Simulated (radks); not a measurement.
Neutral dysprosium inside a hard spherical wall (all orbitals vanish at R), configuration held at [Xe] 4f10 6s2 and not refilled when levels cross. Method: scalar-relativistic Kohn-Sham, LDA (Slater exchange, VWN5 correlation), spin-polarised, spherical densities, point nucleus; open shells are filled with parallel spins first (spin-orbit coupling, left out, can overturn this in heavy ions); computed with a radial shooting solver on a logarithmic mesh with Libxc functionals. Eigenvalues in eV for spin up, with the zero of energy where the potential of the charges vanishes at infinity; a dash marks a level that is unbound or too diffuse for the functional's potential to be trusted. A positive occupied level is held by the wall or, in an anion where self-interaction has pushed it up, behind a barrier. The pressure on the wall is -dE/dV.

R (bohr)	E (hartree)	kinetic (hartree)	e(5s)	e(5p)	e(4f)	e(6s)	e(5d, empty)	e(6p, empty)	pressure (GPa)
free	-12149.4858	13105.697	-49.813	-26.033	-4.525	-3.953	-1.470	-1.229	0
15	-12149.4858	13105.697	-49.811	-26.031	-4.523	-3.952	-1.467	-1.215	0.000149
12	-12149.4855	13105.700	-49.784	-26.004	-4.496	-3.931	-1.439	-1.135	0.00506
8	-12149.4701	13105.804	-49.179	-25.409	-3.900	-3.385	-0.855	-0.014	0.545
5	-12149.2044	13106.913	-45.838	-22.212	-0.486	1.774	2.884	8.170	27.1
4	-12148.6362	13109.068	-42.253	-18.820	3.476	10.350	7.627	20.273	150
3.5	-12147.8767	13111.955	-38.751	-15.380	7.573	20.344	12.607	33.392	417
3	-12146.1536	13118.390	-32.532	-8.873	15.084	40.206	21.941	57.921	1350
2	-12128.6610	13176.591	9.966	40.429	60.651	186.92	88.165	222.66	26300
